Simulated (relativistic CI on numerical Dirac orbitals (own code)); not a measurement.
**Xe XXIII: sensitivity of the levels to the model**

Base calculation: Dirac-Coulomb-Breit CI, KLI orbitals optimised for each configuration, a model potential for QED, unscaled Slater integrals.

CI space (outside the closed core [Ar] 3d10): 4s²4p², 4s4p³, 4s²4p4d, 4p⁴, 4s4p²4d, 4s²4p4f, 4s4p²4f, 4p³4d, 4s4p4d², 4s²4d4f, 4p³4f, 4s²4d², 4s4d³, 4s4d²4f, 4p²4d², 4p4d³, 4p4d²4f, 4s²4f², 4s4d4f², 4s4f³, 4p²4f², 4p4d4f², 4p4f³, 4s4p4d4f. Double excitations out of closed p, d and f shells are left out; levels of such configurations are missing from the list, as are those of other unlisted configurations, and high levels can miss mixing partners.

The lowest level and the first level of each name with at least 55 % of one term (blank where a level has no safe partner in the second run):

```
       Level  Base (cm⁻¹)  Shift (cm⁻¹)
  4s²4p² ³P0            0             0
  4s²4p² ³P1       112139         +1791
  4s²4p² ¹S0       309616         +3513
  4s4p³ ⁵S°2       501920          +442
  4s4p³ ³D°1       579552          +438
  4s4p³ ³D°2       618227         +1690
  4s4p³ ³D°3       652739         +2133
  4s4p³ ³P°0       697354         +1821
  4s4p³ ³P°1       713138         +2098
4s²4p4d ³F°3       867615         +4293
4s²4p4d ³F°4       965271         +5985
4s²4p4d ³P°0      1003030         +4825
4s²4p4d ³D°3      1011352         +5170
4s²4p4d ³P°1      1014631         +4982
```

At this charge energies of transitions that change n are usually good to better than 1 %, and those within a shell (Δn = 0) to a few per cent.

One thing was changed in a second run, which moved the levels as shown. Which?
A. QED terms removed
B. P86 correlation estimate
C. configuration mixing switched off
D. Breit term removed

D. Breit term removed. The Breit term mainly narrows fine-structure intervals, so removing it widens them.

LS names give the leading component of a level, which can be under half, so a name can repeat, a term be missing and a line seem to break the LS rules.
